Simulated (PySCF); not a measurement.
FH5N2OSi, SMILES N[Si](N)(O)F.

Geometry optimised at PBE-D3(BJ)/def2-SVP. This is a generated structure with no PubChem entry under its InChIKey; it may be hypothetical. The values are those of a single conformer.

These are PBE-D3(BJ)/def2-SVP in PySCF values and carry that method's errors.

Frequencies are harmonic and unscaled.

Task: List the normal modes with their intensities. (An estimate is asked for; the answer gives what the named calculation found.)

Result: 
| mode | ν (cm⁻¹) | IR (km/mol) | moving atoms (share of kinetic energy) |
|---|---|---|---|
| 1 | 161 | 29.9 | H 62 %, N 18 %, F 12 % |
| 2 | 211 | 13.8 | O 27 %, H 25 %, N 25 %, F 23 % |
| 3 | 242 | 2.5 | H 81 % |
| 4 | 255 | 34.0 | H 61 %, N 28 % |
| 5 | 310 | 59.3 | H 59 %, Si 13 %, O 11 %, F 9 %, N 9 % |
| 6 | 334 | 22.9 | F 27 %, H 25 %, O 18 %, Si 16 %, N 15 % |
| 7 | 341 | 54.9 | H 45 %, N 19 %, Si 15 %, O 12 %, F 9 % |
| 8 | 346 | 179.5 | H 42 %, N 27 %, F 14 %, Si 8 %, O 8 % |
| 9 | 376 | 178.9 | H 50 %, N 34 %, O 8 % |
| 10 | 429 | 12.9 | H 85 %, N 11 % |
| 11 | 721 | 12.5 | N 36 %, F 29 %, O 27 % |
| 12 | 760 | 20.4 | H 70 %, N 15 %, O 11 % |
| 13 | 788 | 2.8 | H 65 %, N 29 % |
| 14 | 823 | 107.9 | H 72 %, N 12 % |
| 15 | 874 | 174.0 | Si 43 %, N 19 %, F 16 %, O 12 %, H 11 % |
| 16 | 943 | 209.4 | Si 50 %, N 18 %, O 18 %, H 14 % |
| 17 | 969 | 203.8 | Si 47 %, H 24 %, N 20 % |
| 18 | 1473 | 83.6 | H 87 %, N 13 % |
| 19 | 1483 | 42.5 | H 88 %, N 11 % |
| 20 | 3511 | 25.9 | H 96 % |
| 21 | 3527 | 29.6 | H 96 % |
| 22 | 3610 | 28.1 | H 91 %, N 9 % |
| 23 | 3632 | 35.7 | H 91 %, N 9 % |
| 24 | 3774 | 68.1 | H 94 % |
